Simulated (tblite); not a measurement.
Compound: C₆H₁₁O (doublet state).
Atom-mapped SMILES: `[CH2:1]=[CH:2][CH2:3][C@H:4]([O:5])[CH2:6][CH3:7]` (hydrogens: H8, H9 on C1; H10 on C2; H11, H12 on C3; H13 on C4; H14, H15 on C6; H16, H17, H18 on C7)

Geometry (GFN2-xTB, Å), atoms numbered from 1 in this order:
```
atom  x, y, z in Å
C1    -2.5872    0.3534   -0.1912
C2    -1.8079   -0.3544    0.6166
C3    -0.7022    0.2233    1.4003
C4     0.7385   -0.2420    0.8234
O5     1.6403    0.1685    1.6672
C6     0.8829    0.3046   -0.6119
C7     2.1260   -0.2936   -1.2600
H8    -2.4457    1.4129   -0.3281
H9    -3.4069   -0.0938   -0.7265
H10   -1.9625   -1.4199    0.7270
H11   -0.6992    1.3117    1.3760
H12   -0.7111   -0.1271    2.4314
H13    0.6496   -1.3546    0.7973
H14    0.9815    1.3900   -0.5644
H15   -0.0068    0.0516   -1.1911
H16    2.2498    0.0974   -2.2678
H17    3.0066   -0.0439   -0.6734
H18    2.0457   -1.3776   -1.3164
```

Structure optimised with GFN2-xTB, isolated species. This method treats the open shell by occupation alone, without spin polarisation.

Take the most abundant isotopes and a rigid rotor. The values belong to one conformer with, in the numbering `[CH2:1]=[CH:2][CH2:3][C@H:4]([O:5])[CH2:6][CH3:7]`, C1–C2–C3–C4 -109°, C2–C3–C4–O5 -172°, C3–C4–C6–C7 -171°.

Question: Give the principal moments of inertia and the rotational constants in GHz.

Answer: Ia = 126.99, Ib = 301.01, Ic = 392.30 u·Å²; 505379 MHz·u·Å²/I gives 3980, 1679 and 1288 MHz, that is A = 3.9798, B = 1.6789, C = 1.2882 GHz.

Question: Classify the top.

Answer: An asymmetric top: κ = (2 × 1679 − 3980 − 1288)/(3980 − 1288) = -0.71.

Question: Is it planar, by Δ = Ic − Ia − Ib?

Answer: Not planar: Δ = Ic − Ia − Ib = -35.70 u·Å². For a rigid frame Δ = −2 Σ m c², so Σ m c² = 17.85 u·Å² lies off the ab plane: 11.36 from hydrogen and 6.49 from heavier atoms. The atom farthest from that plane is 1.53 Å away.

Question: Give the other two planar moments, Paa and Pbb, and the rms extents of the mass along the axes.

Answer: Paa = Σ m a² = (Ib + Ic − Ia)/2 = 283.16 and Pbb = Σ m b² = (Ia + Ic − Ib)/2 = 109.14 u·Å². With the mass M = 99.08 u, the rms extents √(P/M) along a, b and c are 1.69, 1.05, 0.42 Å.

Question: Where do the levels up to J = 5 lie, in K?

Answer: Above 0(0,0), as E/k:
J = 1: 1(0,1) 0.142, 1(1,1) 0.253, 1(1,0) 0.272
J = 2: 2(0,2) 0.425, 2(1,2) 0.519, 2(1,1) 0.575, 2(2,1) 0.906, 2(2,0) 0.909
J = 3: 3(0,3) 0.844, 3(1,3) 0.917, 3(1,2) 1.029, 3(2,2) 1.334, 3(2,1) 1.344, 3(3,1) 1.934, 3(3,0) 1.934
J = 4: 4(0,4) 1.393, 4(1,4) 1.445, 4(1,3) 1.631, 4(2,3) 1.902, 4(2,2) 1.933, 4(3,2) 2.507, 4(3,1) 2.509, 4(4,1) 3.343, 4(4,0) 3.343
J = 5: 5(0,5) 2.068, 5(1,5) 2.102, 5(1,4) 2.379, 5(2,4) 2.609, 5(2,3) 2.677, 5(3,3) 3.225, 5(3,2) 3.230, 5(4,2) 4.059, 5(4,1) 4.059, 5(5,1) 5.133, 5(5,0) 5.133
Those of J = 1 are B + C, A + C and A + B.

For this open shell read J as N, the rotation without spin; fine and hyperfine splittings come on top. Its GFN2-xTB frequencies are all real (lowest 60 cm⁻¹). Zero-point vibration and centrifugal distortion are left out.

Time: 0.69 s. Hardware: Arm Neoverse N1, one thread, no GPU, shared host with 64 logical CPUs at a one-minute load of 29. These figures are those of the optimisation.

These are computed values.
